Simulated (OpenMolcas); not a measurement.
## Br+: effect of the IPEA shift

```json
{"Program": "OpenMolcas 26.06", "Basis": "ANO-R1 [5s4p3d1f]", "Scalar Hamiltonian": "X2C, finite nucleus", "Active space": "4 electrons in 3 orbitals (4p)", "State averaging": "2S+1 = 3 even, 3 roots; 2S+1 = 1 even, 6 roots", "Spin-orbit coupling": "RASSI with atomic mean-field integrals over the reference wave functions, term energies averaged over their components"}
```

Methods on the same reference wave functions:
A. CASSCF
B. SS-CASPT2, IPEA 0.25 Eh, imaginary shift 0.1 Eh (closed shells correlated: 3d 4s)
C. SS-CASPT2, IPEA 0.5 Eh, imaginary shift 0.1 Eh (closed shells correlated: 3d 4s)

Energies in cm⁻¹ above 4s² 4p⁴ ³P₂, the measured ground level; measured values from NIST Handbook of Basic Atomic Spectroscopic Data.

```tsv
Level	A	B	C	Measured
4s² 4p⁴ ³P₂	0.0	0.0	0.0	0.0
4s² 4p⁴ ³P₁	2905	2930	2930	3136
4s² 4p⁴ ³P₀	3756	3700	3710	3837
4s² 4p⁴ ¹D₂	14425	13400	13210	12089
4s² 4p⁴ ¹S₀	33488	29680	29720	27867
```

Deviations, from unrounded energies. A percentage is the sum of absolute deviations over the sum of measured energies, with the sign that they share, or ± where signs differ.

```json
{"Against measurement": "mean absolute deviation (cm-1)", "Levels": "4", "A": "2100", "B": "870", "C": "830"}
{"Against measurement": "fine structure of the ground term (%)", "Levels": "2", "A": "-4.5", "B": "-5.0", "C": "-4.8"}
{"Against measurement": "other terms of the ground configuration (%)", "Levels": "2", "A": "+19.9", "B": "+7.8", "C": "+7.4"}
```

B, C lie about equally close to measurement and A furthest from it. The largest miss of C in the table is 4s² 4p⁴ ¹S₀, by +1800 cm-1. The ranking rests on the paired levels alone, and a cruder setting can come out closer through cancelling errors.

Between B and C the level of the table that moves most is 4s² 4p⁴ ¹D₂, by 190 cm-1 (lowest in C, highest in B). Moves below CASPT2's spread within the term are not significant.

The mean deviations of B to C differ by less than CASPT2's widest spread within a term (190 cm-1), so their order carries little weight.

From A to B the spin-free energies of the other terms of 4s² 4p⁴ shown, above ³P, scale by factors of 0.88 to 0.92.

The lowest spin-free term lies below A's lowest term by 0.423 hartree in B, 0.417 hartree in C.

CASPT2 breaks the degeneracy within a term, and the mean is taken; among the terms shown or strongly mixed into the levels shown the widest spread is 190 cm-1 (4s² 4p⁴ ¹D, C). With the s shell closed, the reference lacks s² → p² mixing. Without dynamic correlation excited terms often stand tens of per cent too high (terms of higher spin than the ground term too low), and those without a measured partner can miss by more than the paired ones (holds for A). Measured partners are found by configuration, term and J. A level has none where our copy of the source lacks it or the pairing is in doubt (some pairs that miss far off the trend of their configuration count as doubtful), and it then counts in no deviation. Levels of configurations outside the active space are missing.
